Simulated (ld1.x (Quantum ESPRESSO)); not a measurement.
# Before and after: ultrasoft potential for N (Z = 7)

N, ultrasoft, made with ld1.x (Quantum ESPRESSO) 7.5 (PBEsol, scalar-relativistic). Core [He], reference 2s2 2p3. Waves: 2s (bound): rcut 0.95, rcutus 1.10 bohr; 2s channel at 0.1 Ry: rcut 0.95, rcutus 1.10 bohr; 2p (bound): rcut 2.25, rcutus 2.40 bohr; 2p channel at 2.8 Ry: rcut 2.25, rcutus 2.40 bohr. Local part: all-electron potential smoothed inside 1.15 bohr (lloc = -1). Core correction: none. Augmentation charge: PSQ, inside the norm-conserving radii.

Change: waves 2p (bound): rcut 1.82, rcutus 1.92 bohr; 2p channel at 2.8 Ry: rcut 1.82, rcutus 1.92 bohr.

Cutoffs: the cutoffs (Ry, on a coarse ladder) from which the occupation-weighted sum of valence levels, in a spherical-Bessel basis at the reference potential, stays within 10 and 1 mRy of its value at 400 Ry; they do not see the model core or the augmentation charge, which bear on the density cutoff. Errors are all-electron minus pseudo energies relative to the spin-unpolarised reference configuration.

Task: Predict the effect on cutoff, ghosts and configuration errors.

Result: The potential gets harder (12 Ry and 21 Ry → 18 Ry and 30 Ry); of the 7 tests that both files solve, the error grows in 0 and shrinks in 7 by more than 15 % and 0.3 meV (median size 73.3 → 13.9 meV); neither file shows a bound ghost. A smaller radius makes the pseudo-wave follow the all-electron one further in, where it bends more sharply, so more plane waves are needed. Less of the atom is replaced, so other configurations are described better.

| quantity | base | changed |
| --- | --- | --- |
| cutoff, loose | 12 Ry | 18 Ry |
| cutoff, tight | 21 Ry | 30 Ry |
| loose cutoff by channel (10 mRy a level) | s 10 Ry, p 10 Ry | s 10 Ry, p 15 Ry |
| bound ghosts | none | none |
| error for 2s2 2p2, meV [ΔE 13.52 eV] | +26 | -14 |
| error for 2s2 2p1, meV [ΔE 42.26 eV] | +274 | -65 |
| error for 2s2 2p0, meV [ΔE 89.14 eV] | +1297 | -30 |
| error for 2s1 2p3, meV [ΔE 25.24 eV] | -73 | -7.6 |
| error for 2s0 2p5, meV [ΔE 22.90 eV] | -7.9 | -4.4 |
| error for 2s1 2p4, meV [ΔE 11.43 eV] | -2.5 | -1.3 |
| error for 2s1 2p0, meV [ΔE 166.66 eV] | +2133 | +123 |
| lowest overlap eigenvalue by channel | s 0.55, p 0.79 | s 0.55, p 0.83 |
